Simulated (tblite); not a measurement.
Compound: C₄H₉F₃Si₂.
SMILES with atom numbers: `[F:1][C:2]([F:3])([F:4])[CH2:5][CH:6]1[SiH2:7][CH2:8][SiH2:9]1` (hydrogens: H10, H11 on C5; H12 on C6; H13, H14 on Si7; H15, H16 on C8; H17, H18 on Si9)

Computed with GFN2-xTB (tblite), gas phase: L-BFGS steps from a force-field or distance-geometry start until the largest atomic force falls under 0.01 eV/Å.

Step 21: E = -837.8370 eV
```
atom  x, y, z in Å  |  force x, y, z in eV/Å
F1     -2.9337   -1.1693    0.1173   -0.041  -0.020   0.032
C2     -2.4477    0.0442   -0.1862   -0.012  -0.038  -0.038
F3     -3.4555    0.9155    0.0107   -0.025  -0.010   0.036
F4     -2.2307    0.0314   -1.5112   -0.017   0.020  -0.055
C5     -1.2204    0.3939    0.6221   -0.017   0.019   0.020
C6     -0.0656   -0.5377    0.2888    0.014  -0.044   0.021
Si7     1.5818   -0.2618    1.2607    0.019   0.018   0.023
C8      2.2928    0.4639   -0.3641    0.022  -0.024   0.020
Si9     0.8059   -0.1864   -1.3992    0.062   0.038  -0.032
H10    -0.9841    1.4357    0.4074    0.084   0.046  -0.023
H11    -1.5203    0.3223    1.6699    0.024  -0.027   0.079
H12    -0.4304   -1.5599    0.3944   -0.030  -0.028  -0.034
H13     2.1904   -1.5426    1.6397   -0.038   0.071  -0.013
H14     1.5118    0.6100    2.4379   -0.040   0.011  -0.072
H15     2.3511    1.5516   -0.3495   -0.012  -0.053  -0.012
H16     3.2777    0.1128   -0.6571   -0.015  -0.018   0.004
H17     1.0637   -1.4355   -2.1185    0.012   0.058   0.013
H18     0.2044    0.8180   -2.2747    0.010  -0.019   0.031
```

Step 22: E = -837.8388 eV
```
atom  x, y, z in Å  |  force x, y, z in eV/Å
F1     -2.9351   -1.1700    0.1167   -0.042   0.004   0.062
C2     -2.4497    0.0447   -0.1848   -0.002  -0.041  -0.038
F3     -3.4552    0.9183    0.0197    0.004  -0.046   0.022
F4     -2.2402    0.0301   -1.5111   -0.005   0.055  -0.045
C5     -1.2170    0.3922    0.6197   -0.073   0.019   0.009
C6     -0.0646   -0.5417    0.2839   -0.029  -0.020   0.048
Si7     1.5765   -0.2613    1.2618    0.063   0.032   0.023
C8      2.2916    0.4621   -0.3623    0.033  -0.018   0.016
Si9     0.8075   -0.1866   -1.4013    0.074   0.041  -0.040
H10    -0.9806    1.4352    0.4058    0.077   0.009  -0.018
H11    -1.5152    0.3185    1.6688    0.032  -0.017   0.055
H12    -0.4326   -1.5622    0.3895   -0.027  -0.044  -0.036
H13     2.1924   -1.5374    1.6446   -0.046   0.067  -0.009
H14     1.5088    0.6183    2.4340   -0.051  -0.001  -0.076
H15     2.3534    1.5494   -0.3519   -0.014  -0.045  -0.002
H16     3.2770    0.1081   -0.6494   -0.009  -0.023  -0.007
H17     1.0681   -1.4329   -2.1232    0.010   0.050   0.006
H18     0.2061    0.8218   -2.2721    0.004  -0.021   0.027
```

Step 23: E = -837.8407 eV
```
atom  x, y, z in Å  |  force x, y, z in eV/Å
F1     -2.9377   -1.1708    0.1171   -0.033   0.029   0.076
C2     -2.4521    0.0445   -0.1837    0.008  -0.028  -0.020
F3     -3.4549    0.9205    0.0302    0.025  -0.076   0.000
F4     -2.2512    0.0298   -1.5118    0.005   0.080  -0.014
C5     -1.2143    0.3905    0.6172   -0.096   0.006  -0.003
C6     -0.0639   -0.5464    0.2792   -0.062   0.011   0.055
Si7     1.5716   -0.2602    1.2633    0.077   0.039   0.004
C8      2.2909    0.4595   -0.3599    0.042  -0.010   0.007
Si9     0.8108   -0.1861   -1.4041    0.061   0.030  -0.017
H10    -0.9752    1.4346    0.4036    0.054  -0.044  -0.006
H11    -1.5088    0.3139    1.6685    0.032   0.001   0.011
H12    -0.4354   -1.5658    0.3833   -0.017  -0.045  -0.035
H13     2.1938   -1.5302    1.6503   -0.042   0.043   0.002
H14     1.5044    0.6277    2.4282   -0.061   0.000  -0.062
H15     2.3558    1.5460   -0.3545   -0.011  -0.024   0.010
H16     3.2762    0.1023   -0.6410    0.009  -0.030  -0.019
H17     1.0732   -1.4290   -2.1287    0.012   0.032  -0.007
H18     0.2081    0.8255   -2.2689   -0.003  -0.014   0.016
```

Step 24: E = -837.8425 eV
```
atom  x, y, z in Å  |  force x, y, z in eV/Å
F1     -2.9413   -1.1710    0.1189   -0.016   0.041   0.071
C2     -2.4546    0.0439   -0.1831    0.011  -0.005   0.008
F3     -3.4544    0.9215    0.0404    0.023  -0.081  -0.021
F4     -2.2618    0.0311   -1.5128    0.012   0.086   0.021
C5     -1.2133    0.3889    0.6149   -0.069  -0.016  -0.009
C6     -0.0640   -0.5506    0.2757   -0.060   0.028   0.037
Si7     1.5683   -0.2583    1.2644    0.053   0.033  -0.024
C8      2.2912    0.4567   -0.3575    0.044  -0.002  -0.006
Si9     0.8152   -0.1851   -1.4065    0.024   0.009   0.023
H10    -0.9692    1.4331    0.4009    0.022  -0.086   0.005
H11    -1.5024    0.3096    1.6684    0.020   0.020  -0.028
H12    -0.4379   -1.5699    0.3769   -0.002  -0.027  -0.030
H13     2.1945   -1.5224    1.6562   -0.030   0.008   0.015
H14     1.4991    0.6362    2.4221   -0.067   0.014  -0.035
H15     2.3579    1.5423   -0.3569   -0.001   0.003   0.020
H16     3.2759    0.0963   -0.6336    0.032  -0.034  -0.030
H17     1.0781   -1.4245   -2.1344    0.016   0.013  -0.020
H18     0.2101    0.8286   -2.2657   -0.009  -0.002   0.005
```

Q: Estimate the geometry and energy of step 25. (The exact step hangs on the optimiser's Hessian estimate; all steps are aligned on step 24, rigid shifts and turns removed.)

A: E = -837.8440 eV, largest force 0.094 eV/Å
```
atom  x, y, z in Å  |  force x, y, z in eV/Å
F1     -2.9452   -1.1704    0.1217    0.000   0.032   0.051
C2     -2.4567    0.0432   -0.1825    0.006   0.013   0.030
F3     -3.4539    0.9211    0.0485   -0.002  -0.056  -0.029
F4     -2.2705    0.0339   -1.5133    0.018   0.071   0.043
C5     -1.2137    0.3870    0.6127   -0.014  -0.036  -0.007
C6     -0.0649   -0.5536    0.2734   -0.026   0.023   0.005
Si7     1.5667   -0.2560    1.2649    0.011   0.016  -0.042
C8      2.2927    0.4545   -0.3557    0.040   0.003  -0.019
Si9     0.8193   -0.1842   -1.4080   -0.018  -0.012   0.049
H10    -0.9642    1.4302    0.3984   -0.005  -0.094   0.008
H11    -1.4971    0.3064    1.6679   -0.001   0.033  -0.043
H12    -0.4394   -1.5738    0.3712    0.012  -0.003  -0.023
H13     2.1945   -1.5156    1.6620   -0.018  -0.020   0.025
H14     1.4937    0.6429    2.4169   -0.070   0.031  -0.011
H15     2.3596    1.5394   -0.3583    0.013   0.023   0.025
H16     3.2766    0.0909   -0.6284    0.047  -0.031  -0.037
H17     1.0820   -1.4203   -2.1400    0.019   0.001  -0.025
H18     0.2117    0.8306   -2.2633   -0.011   0.006  -0.002
```

The energy changes by -0.0015 eV. The first-order estimate −F·Δx gives -0.0020 eV and the mean of the old and new forces, exact on a quadratic surface, -0.0015 eV. The step makes an angle of 72° with the force vector and moves no atom by more than 0.010 Å.

What follows is the cost of the whole relaxation. Time: 0.83 s wall. Hardware: one thread of an Arm Neoverse V2, no GPU, shared host with 32 logical CPUs at a one-minute load of 9.4.
